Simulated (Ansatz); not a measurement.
This geometry of CH4BCl + H2S (10 atoms, charge 0, multiplicity 1) is a first-order saddle point.

Method: RKS BHLYP/6-31G* in Ansatz 0.2.0.

```xyz
10
Properties=species:S:1:pos:R:3
B 0.020 0.428 0.014
Cl -0.080 -0.579 2.014
C 1.385 0.045 -0.645
H 1.414 -1.014 -0.889
H 1.494 0.596 -1.580
H 2.250 0.270 -0.026
H -1.040 0.132 -0.413
S -0.126 2.191 0.860
H 1.174 2.424 1.073
H -0.207 0.985 1.944
```

**Question.** Which two structures does it join? (They come from a converged band through this point; their orientation in space is the band's.)

**Answer.** Bonds broken: B1–Cl2, S8–H10. Bonds formed: B1–S8, Cl2–H10. CH4BCl + H2S becomes CH5BS + ClH.

First end point:

```xyz
10
Properties=species:S:1:pos:R:3
B 0.155 -0.335 0.074
Cl 0.252 -1.045 1.696
C 1.433 -0.190 -0.802
H 1.527 -1.105 -1.395
H 1.350 0.631 -1.509
H 2.350 -0.086 -0.229
H -0.940 -0.133 -0.326
S 0.025 2.713 1.019
H 1.031 2.641 1.894
H -0.898 2.385 1.928
```

Last end point:

```xyz
10
Properties=species:S:1:pos:R:3
B 0.244 0.627 -0.526
Cl -1.145 0.064 3.968
C 1.598 0.104 -1.095
H 1.645 -0.979 -0.973
H 1.632 0.279 -2.171
H 2.489 0.537 -0.648
H -0.798 0.239 -0.939
S 0.072 1.849 0.782
H 1.359 2.080 1.063
H -0.811 0.677 2.891
```

**Question.** How far does it lie above each of them?

**Answer.** 27.8 kcal/mol above the first and 24.6 kcal/mol above the second. This is the barrier of this one path; another mechanism may lie lower. The orbitals stay closed-shell, which can raise the energy where a bond breaks towards radicals; this wasn't checked here.

The run took 10 min on 1 thread of Arm Neoverse V2, with other jobs on the host, peak memory 0.18 GiB.
